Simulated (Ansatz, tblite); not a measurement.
Cost and result up the ladder for `FC(F)(F)Oc1ccc(Oc2ccc(Oc3ccc(C(F)(F)F)cc3)cc2)cc1` (41 atoms). The state is a singlet with charge 0. Geometry: PBE-D4/def2-SVP.

```xyz
41

F     5.933    4.192   -3.149
C     5.790    4.972   -2.051
F     4.595    5.599   -2.160
F     6.756    5.892   -2.057
O     5.905    4.270   -0.894
C     5.014    3.246   -0.572
C     5.222    2.665    0.689
C     4.388    1.634    1.129
C     3.344    1.176    0.305
O     2.598    0.117    0.770
C     1.274   -0.011    0.406
C     0.819   -1.296    0.065
C    -0.530   -1.502   -0.248
C    -1.424   -0.417   -0.217
O    -2.747   -0.551   -0.597
C    -3.527   -1.547   -0.067
C    -3.288   -2.127    1.194
C    -4.163   -3.108    1.677
C    -5.272   -3.515    0.915
C    -6.236   -4.540    1.453
F    -5.665   -5.327    2.397
F    -7.322   -3.959    2.026
F    -6.703   -5.351    0.469
C    -5.507   -2.922   -0.340
C    -4.641   -1.944   -0.831
C    -0.971    0.867    0.125
C     0.379    1.074    0.436
C     3.147    1.753   -0.962
C     3.978    2.792   -1.404
H     6.042    3.040    1.317
H     4.532    1.167    2.113
H     1.540   -2.126    0.042
H    -0.891   -2.502   -0.528
H    -2.424   -1.809    1.795
H    -3.979   -3.568    2.658
H    -6.370   -3.244   -0.942
H    -4.801   -1.475   -1.813
H    -1.691    1.697    0.148
H     0.739    2.075    0.714
H     2.342    1.387   -1.614
H     3.811    3.225   -2.398
```

Ansatz on 2 threads of AMD EPYC 7R13 on a shared host and a share (18 GiB) of an NVIDIA H100 80GB HBM3; xTB runs through tblite on one thread. Times are rough, summed over both states, and most runs start from the orbitals of an earlier one. PBE0-D4/def2-TZVP serves as the yardstick here, not as an exact answer. The other state is a doublet.

The xTB rows come from tblite. Single mean-field runs in def2-TZVP are fitted with def2-universal-jkfit.

Raw xTB energies of ions are shifted by several eV.

```
                          level  functions  wall time  vertical IE (eV)  difference from PBE0-D4/def2-TZVP (eV)
                       GFN2-xTB        128     0.19 s             12.70                                    4.92
                       GFN1-xTB        140     0.21 s             13.53                                    5.75
PBE0-D4/def2-TZVP (with forces)        971       47 s              7.78                                    0.00
 PBE-D4/def2-TZVP (with forces)        971       54 s              7.33                                   -0.45
             BHLYP-D4/def2-TZVP        971       61 s              8.02                                    0.24
```
